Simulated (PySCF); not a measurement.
LDA on Li⁻ (lithium, charge -1), [He] 2s2, closed-shell 1S. All numbers are calculated (PySCF 2.14, no relativity, point nucleus, in def2-QZVPPD).

```
cycle= 1 E= -7.36295356352258  delta_E= -0.00326  |g|= 0.0226  |ddm|= 0.287
cycle= 2 E= -7.36306118842035  delta_E= -0.000108  |g|= 0.00455  |ddm|= 0.163
cycle= 3 E= -7.36307295630161  delta_E= -1.18e-05  |g|= 0.000637  |ddm|= 0.0626
cycle= 4 E= -7.36307433565442  delta_E= -1.38e-06  |g|= 2.77e-05  |ddm|= 0.0166
cycle= 5 E= -7.36307433758546  delta_E= -1.93e-09  |g|= 3.19e-07  |ddm|= 0.000367
cycle= 6 E= -7.36307433758576  delta_E= -3.01e-13  |g|= 2.91e-08  |ddm|= 1.61e-05
converged SCF energy = -7.36307433758576  <S^2> = -3.5527137e-15  2S+1 = 1
```

Highest occupied orbital energy: 1.110 eV; ⟨L²⟩ = 0.00; populations by l: s 4.00, p 0.00, d 0.00, f 0.00.

Problem. Can this result be used?

Solution. With care. The calculation finished and met its thresholds. At LDA the highest occupied level has a positive energy, so only the finite basis holds that electron; in a semilocal or global hybrid functional this comes from self-interaction and does not mean that the real anion is unbound.
